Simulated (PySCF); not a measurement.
## A survey of ¹⁷O NMR shifts

Computed data (PySCF 2.14.0 with density-fitted response routines): geometry from GFN2-xTB, shieldings: GIAO PBE0/pcSseg-1. Averaged over atoms made equivalent by symmetry, fast rotation or ring inversion, one computed conformer, isolated molecule, relativity neglected.

Shieldings were converted by a linear fit to measured shifts: ¹⁷O: δ = 266.70 − 0.911σ (rms 10.7 ppm, 155 shifts, 12.2 ppm with the 3 outliers that the fit left out vs liquid water, solution or neat liquid). A few per cent of atoms miss by over 2 rms, more outside the fitted compound classes.

Give the ¹⁷O shifts of `C[C@H]1COCO1`, `CO[C@H](C#N)c1cnoc1`, `O=CN([SiH3])[SiH3]`, `O=COCC(F)(F)Cl`, `COc1ccc([P@H](C)=O)cc1`, `NC(=O)[SiH2][SiH3]`, `CC(C)C(=O)O`, `CC(C)OC=O`.

Answers


| compound | environment | δ (ppm) |
| --- | --- | --- |
| [CH3:1][C@H:2]1[CH2:3][O:4][CH2:5][O:6]1 | O6: ether oxygen | 51.1 |
| [CH3:1][C@H:2]1[CH2:3][O:4][CH2:5][O:6]1 | O4: ether oxygen | 34.0 |
| [CH3:1][O:2][C@H:3]([C:4]#[N:5])[c:6]1[cH:7][n:8][o:9][cH:10]1 | O9: aromatic ring oxygen | 326.4 |
| [CH3:1][O:2][C@H:3]([C:4]#[N:5])[c:6]1[cH:7][n:8][o:9][cH:10]1 | O2: ether oxygen | 2.9 |
| O=CN([SiH3])[SiH3] | amide-type carbonyl oxygen | 385.2 |
| [O:1]=[CH:2][O:3][CH2:4][C:5]([F:6])([F:7])[Cl:8] | O1: ester carbonyl oxygen | 359.6 |
| [O:1]=[CH:2][O:3][CH2:4][C:5]([F:6])([F:7])[Cl:8] | O3: ester alkoxy oxygen | 142.6 |
| [CH3:1][O:2][c:3]1[cH:4][cH:5][c:6]([P@H:7]([CH3:8])=[O:9])[cH:10][cH:11]1 | O2: ether oxygen | 63.2 |
| [CH3:1][O:2][c:3]1[cH:4][cH:5][c:6]([P@H:7]([CH3:8])=[O:9])[cH:10][cH:11]1 | O9: P=O oxygen | 28.9 |
| NC(=O)[SiH2][SiH3] | amide-type carbonyl oxygen | 433.0 |
| [CH3:1][CH:2]([CH3:3])[C:4](=[O:5])[OH:6] | O5: carbonyl oxygen | 342.7 |
| [CH3:1][CH:2]([CH3:3])[C:4](=[O:5])[OH:6] | O6: acid hydroxyl oxygen | 152.9 |
| [CH3:1][CH:2]([CH3:3])[O:4][CH:5]=[O:6] | O6: ester carbonyl oxygen | 361.5 |
| [CH3:1][CH:2]([CH3:3])[O:4][CH:5]=[O:6] | O4: ester alkoxy oxygen | 183.4 |

In solution the two oxygens of a carboxylic acid give one averaged line by proton exchange, and hydrogen bonding shields acid and N–H amide carbonyl oxygens by tens of ppm; neither is in these numbers.
